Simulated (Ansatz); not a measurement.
Calculated with Ansatz (gas phase, PBE0-D4/def2-TZVP geometries, no zero-point term in ΔE). CCSD(T)/CBS adds triple-zeta CCSD(T) − MP2 to the extrapolated MP2 energy (def2 sets, frozen cores). This one scheme is used for every species. Functionals use def2-TZVPP. B3LYP here is the variant with VWN-RPA as its local correlation; programs differ in this. One conformer a species, not always the lowest.

Consider the ligand exchange at the Al–C bond: `[CH3][AlH][SH]` + `NCF` → `FC[NH][AlH][SH]` + CH₄.

```
             level  ΔE (kJ/mol)  difference from CCSD(T)/CBS
            PBE-D4        -82.3                          7.4
         r2SCAN-D4        -88.7                          1.0
           PBE0-D4        -83.3                          6.4
          B3LYP-D4        -90.9                         -1.2
           ωB97X-V        -87.5                          2.2
           ωB97M-V        -86.6                          3.1
            B2PLYP        -90.6                         -0.9
               PBE        -80.1                          9.6
            r2SCAN        -88.0                          1.7
              PBE0        -81.3                          8.4
             B3LYP        -87.6                          2.1
     HF/def2-TZVPP        -91.6                         -1.9
    MP2/def2-TZVPP        -93.4                         -3.7
SCS-MP2/def2-TZVPP        -94.1                         -4.4
   CCSD/def2-TZVPP        -90.8                         -1.1
CCSD(T)/def2-TZVPP        -90.9                         -1.2
     HF/def2-QZVPP        -92.1                         -2.4
    MP2/def2-QZVPP        -92.9                         -3.2
SCS-MP2/def2-QZVPP        -93.5                         -3.8
      HF/CBS(def2)        -92.2                         -2.5
     MP2/CBS(def2)        -92.2                         -2.5
    CCSD/CBS(def2)        -89.6                          0.1
       CCSD(T)/CBS        -89.7                            0
```

Largest T1 diagnostic among the species: 0.012.

The D4 term adds −3.3 kJ/mol with B3LYP and −1.9 kJ/mol with PBE0; it sums over pairs of atoms, weighted by their polarisabilities, and B3LYP, whose exchange is more repulsive, gets the larger term.
